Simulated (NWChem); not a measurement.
Species: bicarbonate (CHO3 anion); SMILES O=C([O-])O

```xyz
5

O     -0.8123    -0.9843     0.0000
C      0.0733     0.1517     0.0000
O      1.2862    -0.1578     0.0000
O     -0.5035     1.2451     0.0000
H     -0.2038    -1.7338     0.0000
```
Atoms are numbered in this order, from 1.

All runs: NWChem. Sets without diffuse functions describe the anion's extra electron poorly. Coordinates come from a B3LYP/def2-SVPD optimisation. The highest occupied level is positive in some or all of these runs, so the extra electron may be held by the finite basis. Total energies compare along this basis series because the functional is fixed.

| level | basis functions | energy (Ha) | highest occupied level (eV) | orbital gap (eV) |
|---|---|---|---|---|
| Hartree-Fock/pcseg-1 | 61 | -263.0228 | -5.46 | 15.02 |
| Hartree-Fock/aug-pcseg-1 | 101 | -263.0468 | -5.75 | 9.65 |
| Hartree-Fock/pcseg-2 | 134 | -263.1954 | -5.67 | 13.01 |
| Hartree-Fock/STO-3G | 21 | -259.3364 | 1.51 | 17.10 |
| Hartree-Fock/def2-SVP | 61 | -262.8752 | -5.09 | 15.52 |
